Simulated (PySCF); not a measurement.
**Magnetisability: SMILES N#CCC1=COC(=O)C1, C6H5NO2**

Molfile (atoms numbered from 1):
```
C6H5NO2
     RDKit          3D

 14 14  0  0  0  0  0  0  0  0999 V2000
    2.8748   -1.3606   -0.7798 N   0  0  0  0  0  0  0  0  0  0  0  0
    2.2870   -0.4514   -0.4170 C   0  0  0  0  0  0  0  0  0  0  0  0
    1.5118    0.6835    0.0335 C   0  0  0  0  0  0  0  0  0  0  0  0
    0.0908    0.2729    0.2485 C   0  0  0  0  0  0  0  0  0  0  0  0
   -0.5956    0.2460    1.3884 C   0  0  0  0  0  0  0  0  0  0  0  0
   -1.8861   -0.1928    1.2348 O   0  0  0  0  0  0  0  0  0  0  0  0
   -2.0992   -0.4913   -0.0751 C   0  0  0  0  0  0  0  0  0  0  0  0
   -3.1440   -0.8876   -0.4918 O   0  0  0  0  0  0  0  0  0  0  0  0
   -0.8113   -0.2228   -0.8387 C   0  0  0  0  0  0  0  0  0  0  0  0
    1.9459    1.0629    0.9617 H   0  0  0  0  0  0  0  0  0  0  0  0
    1.5746    1.4626   -0.7339 H   0  0  0  0  0  0  0  0  0  0  0  0
   -0.3149    0.5144    2.3895 H   0  0  0  0  0  0  0  0  0  0  0  0
   -0.9835    0.5050   -1.6339 H   0  0  0  0  0  0  0  0  0  0  0  0
   -0.4512   -1.1411   -1.3083 H   0  0  0  0  0  0  0  0  0  0  0  0
  1  2  3  0
  2  3  1  0
  3  4  1  0
  4  5  2  0
  5  6  1  0
  6  7  1  0
  7  8  2  0
  7  9  1  0
  9  4  1  0
  3 10  1  0
  3 11  1  0
  5 12  1  0
  9 13  1  0
  9 14  1  0
M  END
```

Theory: PySCF, GIAO KT3/pcSseg-1 magnetisability, rotational g tensor and spin-rotation constants, non-relativistic, gas phase. Geometry: GFN2-xTB.

(1) What are the magnetisability and the molar susceptibility?

(2) Split it along the inertial axes a, b, c into diamagnetic and paramagnetic parts about the centre of mass, with the quadrupole moment.

(3) And the rotational g tensor?

Answers

(1) Isotropic -1037 × 10⁻³⁰ J/T², or -62.4 × 10⁻⁶ cm³/mol; principal values -1257, -979, -874 × 10⁻³⁰ J/T², anisotropy 343 × 10⁻³⁰ J/T² (root of half the summed squared differences of the principal values). The susceptibility is in cgs units.

(2) 
```tsv
axis	χ (10⁻⁶ cm³/mol)	diamagnetic (10⁻⁶ cm³/mol)	paramagnetic (10⁻⁶ cm³/mol)	summed x² of all electrons (Å²)	quadrupole Θ (D Å)
a	-61.6	-390.9	329.3	264.4	-22.00
b	-57.5	-1237.4	1179.9	64.8	+11.43
c	-68.2	-1396.7	1328.5	27.3	+10.57
```
Anisotropies 2χaa − χbb − χcc = +2.5 and 2χbb − χaa − χcc = +14.9 × 10⁻⁶ cm³/mol. Θ is traceless in Buckingham's convention.

(3) 
| axis | rotational constant (GHz) | g | nuclear part | electronic part |
| --- | --- | --- | --- | --- |
| a | 4.0533 | -0.0480 | 0.5790 | -0.6270 |
| b | 0.9747 | -0.0225 | 0.5178 | -0.5403 |
| c | 0.8601 | -0.0153 | 0.5215 | -0.5368 |

Asymmetric top; isotopes 12C, 1H, 14N, 16O; no vibrational averaging.
